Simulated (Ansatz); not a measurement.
Reaction (redistribution): `[SH][SnH3]` + `B[SiH](Cl)BN` → `B[SiH](Cl)[SnH3]` + `NBS`

Computed with Ansatz on PBE0-D4/def2-TZVP structures; ΔE is electronic, products minus reactants. CCSD(T)/CBS adds triple-zeta CCSD(T) − MP2 to the extrapolated MP2 energy (def2 sets, frozen cores). Functionals use def2-TZVPP. Elements past krypton have def2 core potentials. For Sn outer-core shells are correlated without core-valence functions, which leaves a few kJ/mol of doubt a bond. Each species was taken in one conformer, which may not be the lowest.

**Question.** Is it downhill or uphill in electronic energy at CCSD(T)/CBS, and by how much? (An estimate is asked.)

**Answer.** The calculation gave: Downhill: ΔE = -0.43 eV.

**Question.** What do these levels give: CAM-B3LYP-D4, ωB97M-V, B2PLYP, BLYP, r2SCAN, r2SCAN0, BHLYP, RPA@PBE/def2-TZVPP, MP2/def2-SVP, CCSD(T)/def2-SVP, MP2/def2-TZVPP, MP2/def2-QZVPP? (An estimate is asked.)

**Answer.** Computed: CAM-B3LYP-D4 -0.32, ωB97M-V -0.45, B2PLYP -0.40, BLYP -0.43, r2SCAN -0.57, r2SCAN0 -0.50, BHLYP -0.19, RPA@PBE/def2-TZVPP -0.41, MP2/def2-SVP -0.52, CCSD(T)/def2-SVP -0.42, MP2/def2-TZVPP -0.58, MP2/def2-QZVPP -0.57 eV.

**Question.** What do rigid-rotor, harmonic-oscillator terms from PBE0-D4/def2-TZVP frequencies (298.15 K, 1 bar) make of the CCSD(T)/CBS value? (An estimate is asked.)

**Answer.** Computed: ΔZPE = +0.02 eV, ΔH = -0.41 eV, ΔS = -2 J/(mol·K), ΔG = -0.41 eV. Modes under 50 cm⁻¹ make the entropy rough.

Largest T1 diagnostic among the species: 0.013.

In def2-TZVPP, CCSD(T) changes the Hartree–Fock value by −0.67 eV (the triples alone add −0.11 eV) and MP2 by −0.82 eV. The D4 term adds −0.03 eV with B3LYP and −0.02 eV with PBE0; it sums over pairs of atoms, weighted by their polarisabilities, and B3LYP, whose exchange is more repulsive, gets the larger term.

B3LYP here is the variant with VWN-RPA as its local correlation; programs differ in this.
